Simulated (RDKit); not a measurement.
RDKit input (UFF):

```python
from rdkit import Chem
from rdkit.Chem import AllChem, rdDetermineBonds

mol = Chem.MolFromXYZFile('mol.xyz')
rdDetermineBonds.DetermineBonds(mol, charge=0)
print('SMILES', Chem.MolToSmiles(Chem.RemoveHs(mol)))
ff = AllChem.UFFGetMoleculeForceField(mol)
e0 = ff.CalcEnergy()
flag = ff.Minimize(maxIts=5000, forceTol=1e-5)
print(f'energy {e0:.4f} -> {ff.CalcEnergy():.4f} kcal/mol, converged: {flag == 0}')
print(Chem.MolToXYZBlock(mol))
```
mol.xyz:
```
6

B      0.01827732    -0.01967071     0.02476731
F      1.23929023    -0.49341957    -0.23190531
F     -0.51025756    -0.29119197     1.21980641
N     -0.67924097     0.73102389    -0.92042913
H     -1.59871957     1.09644554    -0.74685486
H     -0.29927426     0.94624460    -1.82508776
```

Output:

```
SMILES NB(F)F
energy 25.8793 -> 0.1057 kcal/mol, converged: True
6

B     -0.000780    0.012483    0.062030
F      1.408717   -0.139939   -0.219974
F     -0.497299   -0.239280    1.394962
N     -0.965080    0.417016   -1.043027
H     -1.374393    1.337470   -0.766877
H     -0.401089    0.581680   -1.906817
```

The geometry given is a B3LYP-D3(BJ)/def2-TZVP minimum.
